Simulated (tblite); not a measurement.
C5H11OP.
Z-matrix (Å and degrees, GFN2-xTB geometry), rows numbered from 1:
```
C 
C   1  1.5189
C   2  1.5312  1  114.12
C   3  1.5279  2  107.26  1  -161.83
C   4  1.5258  3  106.58  2    52.57
P   5  1.8388  4  104.71  3   -36.20
O   6  1.4638  2  117.45  1    16.36
H   1  1.0883  2  110.29  3  -176.71
H   1  1.0886  2  109.78  3    64.55
H   1  1.0889  2  111.01  3   -56.09
H   2  1.0943  1  110.23  3   123.45
H   3  1.0932  2  109.02  1   -43.81
H   3  1.0912  2  111.38  1    75.77
H   4  1.0909  3  111.46  2   174.24
H   4  1.0921  3  109.39  2   -66.18
H   5  1.0935  4  111.32  3    78.00
H   5  1.0895  4  113.15  3  -159.63
H   6  1.3979  2  105.74  1  -111.54
```

Computed with GFN2-xTB (tblite): harmonic, unscaled wavenumbers at the GFN2-xTB geometry, gas phase. The method is semi-empirical: single wavenumbers can be off by several per cent or more. Modes of hydrogen on phosphorus can be 10 to 20 % off. One conformer, not necessarily the lowest.

Harmonic wavenumbers (cm⁻¹): 50.3, 173.0, 191.7, 230.5, 307.1, 320.7, 397.9, 454.5, 509.1, 643.7, 721.7, 741.3, 847.6, 876.7, 930.1, 939.6, 964.2, 980.0, 999.3, 1043.7, 1077.4, 1109.3, 1133.6, 1172.9, 1191.2, 1237.0, 1252.4, 1275.0, 1288.5, 1318.9, 1330.0, 1409.9, 1432.5, 1478.2, 1484.6, 1489.0, 1492.6, 2246.0, 2925.8, 2951.2, 2963.1, 2977.4, 2984.6, 2990.1, 2993.8, 3016.7, 3026.5, 3033.0.

A = 2714, B = 2448, C = 1470 MHz; mass 118.055 u (most abundant isotopes); point group C1, symmetry number 1.

Q: Zero-point energy?

A: Half the sum of the wavenumbers: 33302 cm⁻¹ = 398.38 kJ/mol.

Q: Entropy at 350 K, 1 bar (ideal gas, RRHO, classical rotation)?

A: Translation 171.69, rotation 118.69, vibration 96.04: S = 386.4 J/(mol K).

Q: And Cp and H(350 K) − H(0)?

A: Cp = 153.37 J/(mol K), of which vibrations give 120.11 (their classical limit is 48 R = 399.1); H(350 K) − H(0) = 30.56 kJ/mol without the zero-point energy, 18.92 from vibrations.

Q: Which modes carry the vibrational entropy at 350 K?

A: 50.3 cm⁻¹: 21.43; 173.0 cm⁻¹: 11.32; 191.7 cm⁻¹: 10.51; 230.5 cm⁻¹: 9.07; 307.1 cm⁻¹: 6.91; 320.7 cm⁻¹: 6.59 J/(mol K); the other 42 give 30.21 together.

Q: How do the functions run with temperature in this model?

A: 
```
 T (K)  S (J/(mol K))  Cp (J/(mol K))  H − H(0) (kJ/mol)  G − H(0) (kJ/mol)  ln q(vib)
   150          294.8            76.8               7.88             -36.35       1.61
   250          342.1           112.5              17.28             -68.25       3.25
298.15          363.6           132.0              23.17             -85.24       4.10
   400          408.2           173.4              38.74            -124.55       5.99
   600          491.8           239.3              80.40            -214.67       9.95
   900          601.9           303.0             162.56            -379.19      15.97
```

q(vib) and H(0) count from the zero-point level.

Q: What must be added to the electronic energy to get the Gibbs energy at 350 K and 1 bar?

A: ZPE + [H(350 K) − H(0)] − T·S = 398.38 + 30.56 − 135.25 = 293.69 kJ/mol.

Q: Blend soft modes into free rotors: weight 1/[1 + (100 cm⁻¹/ν̃)⁴] for the oscillator and the rest for a rotor with moment μB/(μ + B), μ = h/(8π²ν), B = 10⁻⁴⁴ kg m². What vibrational entropy results?

A: 90.34 J/(mol K) in place of 96.04, which changes −T·S at 350 K by +2.00 kJ/mol.

Hindered rotation and anharmonicity are outside this model. Other conformers, if any are populated, would add a mixing term that is left out. The structure is chiral; the term R ln 2 for an equal mix with its mirror image is left out.
